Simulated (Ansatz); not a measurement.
CaF2, singlet, at a GFN2-xTB geometry (such geometries of metal compounds can be far from the true shape). Base run: B3LYP/6-311G** run with Ansatz (an electronic-structure program).

Here is a job for Ansatz.
Ansatz 0.2 input:
```yaml
crystal:
  periodic: [false, false, false]
  atoms:
    - {symbol: Ca, position_ang: [0.48463727, -0.07969732, -0.18176975]}
    - {symbol: F, position_ang: [-0.72534756, 1.23563849, -0.79918929]}
    - {symbol: F, position_ang: [-0.35162414, -1.05853334, 1.20312207]}
basis:
  gaussian:
    orbitals: 6-311G__.json
hamiltonian:
  xc: b3lyp
```
The basis file holds 6-311G** in the JSON format of the Basis Set Exchange.

Each row names what was changed in the base input (with any setting that the change needs).

```
change                                                                 basis functions      E (Eh)
---------------------------------------------------------------------  ---------------  ----------
base                                                                                75  -877.47712
basis = x2c-SVPall; relativity = spin-free X2C; nucleus = Gaussian                  52  -880.23359
basis = jorge-DZP-DKH; relativity = spin-free X2C; nucleus = Gaussian               61  -880.42986
basis = x2c-TZVPall; relativity = none                                              98  -876.85742
basis = x2c-SVPall; relativity = none                                               52  -876.62115
basis = x2c-SVPall; relativity = spin-free X2C                                      52  -880.23458
basis = jorge-DZP-DKH; relativity = none                                            61  -876.77150
basis = x2c-TZVPall; relativity = spin-free X2C; nucleus = Gaussian                 98  -880.58964
basis = jorge-DZP-DKH; relativity = spin-free X2C                                   61  -880.43096
basis = x2c-TZVPall; relativity = spin-free X2C                                     98  -880.59069
```

Total energies compare only within one method and basis.

Ansatz warned in this series: the basis is contracted for relativity, which the run leaves out.

Basis sets contracted for a relativistic Hamiltonian are a mismatch without it, so the rows without relativity aren't non-relativistic limits. No row has spin-orbit coupling; sets with core potentials leave out the core electrons.
